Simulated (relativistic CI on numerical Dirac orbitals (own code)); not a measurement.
# Energy levels of Rh¹⁶⁺

Computed by Dirac-Coulomb-Breit CI, KLI orbitals optimised for each configuration, QED by a radiative potential, unscaled Slater integrals (own radial code, finite nucleus).

CI space (outside the closed core [Ar]): 3d¹⁰4s, 3d¹⁰4p, 3d¹⁰4d, 3d¹⁰4f, 3d¹⁰5s, 3d¹⁰5p, 3d¹⁰5d, 3d¹⁰5f, 3d¹⁰5g, 3d¹⁰6s, 3d⁹4p², 3d¹⁰6p, 3d⁹4s², 3d⁸4s4p², 3d¹⁰6d, 3d¹⁰6f. Levels of other configurations are missing.

The lowest level is 3d¹⁰4s ²S1/2, with 100 % of that term; Hund's rules for 3d¹⁰4s give ²S with J = 1/2, in agreement.

```
No.  Configuration  Term    J   E (eV)    %  Landé g  Lifetime (s)
  1         3d¹⁰4s    ²S  1/2    0.000  100    2.001              
  2         3d¹⁰4p   ²P°  1/2   35.062  100    0.665      8.84e-11
  3         3d¹⁰4p   ²P°  3/2   41.153  100    1.333      5.40e-11
  4         3d¹⁰4d    ²D  3/2   98.205  100    0.799      1.22e-11
  5         3d¹⁰4d    ²D  5/2   99.279  100    1.200      1.47e-11
  6         3d¹⁰4f   ²F°  5/2  157.579  100    0.856      1.27e-11
  7         3d¹⁰4f   ²F°  7/2  157.626  100    1.143      1.33e-11
  8         3d¹⁰5s    ²S  1/2  180.692  100    2.002      3.41e-12
  9         3d¹⁰5p   ²P°  1/2  196.298  100    0.665      5.40e-12
 10         3d¹⁰5p   ²P°  3/2  198.918  100    1.334      6.23e-12
 11         3d¹⁰5d    ²D  3/2  224.346  100    0.799      1.08e-11
 12         3d¹⁰5d    ²D  5/2  224.834  100    1.200      1.03e-11
 13         3d¹⁰5f   ²F°  5/2  250.207  100    0.856      8.65e-12
 14         3d¹⁰5f   ²F°  7/2  250.247  100    1.143      8.51e-12
 15         3d¹⁰5g    ²G  7/2  257.058  100    0.888      2.50e-12
 16         3d¹⁰5g    ²G  9/2  257.079  100    1.111      2.50e-12
 17         3d¹⁰6s    ²S  1/2  263.921  100    2.002      4.00e-12
 18         3d¹⁰6p   ²P°  1/2  272.196  100    0.665      5.88e-12
 19         3d¹⁰6p   ²P°  3/2  273.576  100    1.334      6.66e-12
 20         3d⁹4s²    ²D  5/2  282.011   98    1.198      3.82e-09
 21         3d⁹4s²    ²D  3/2  286.917   95    0.797      5.81e-10
 22         3d¹⁰6d    ²D  3/2  287.172   97    0.799      1.07e-11
 23         3d¹⁰6d    ²D  5/2  287.432  100    1.200      9.99e-12
 24         3d¹⁰6f   ²F°  5/2  300.987  100    0.857      7.85e-12
 25         3d¹⁰6f   ²F°  7/2  301.017  100    1.143      7.78e-12
 26     3d⁹4p²(3P)    ⁴D  5/2  352.586   39    1.246              
 27     3d⁹4p²(3P)    ⁴D  7/2  356.028   70    1.365              
 28     3d⁹4p²(3P)    ⁴D  3/2  356.375   61    1.057              
 29     3d⁹4p²(3P)    ²F  5/2  357.882   52    1.081              
 30     3d⁹4p²(3P)    ⁴F  9/2  358.693   53    1.227
```

Energies count from the lowest computed level; ° marks odd parity; lifetimes are radiative, by E1, M1, E2, M2 decay to levels of this space only; some are left blank where a channel outside the calculation adds to the decay or the decay crosses a small, uncertain gap. Percentages are summed over parent terms; the parents shown are those of the largest component, closed shells are left out there.

The mean weight of the leading LS term, summed over parents, in these 30 levels is 92 %, and that of the leading jj configuration (from the same eigenvectors) 98 %.

At this charge energies of transitions that change n are usually good to better than 1 %, and those within a shell (Δn = 0) to a few per cent.

LS names give the leading component of a level, which can be under half, so a name can repeat, a term be missing and a line seem to break the LS rules.
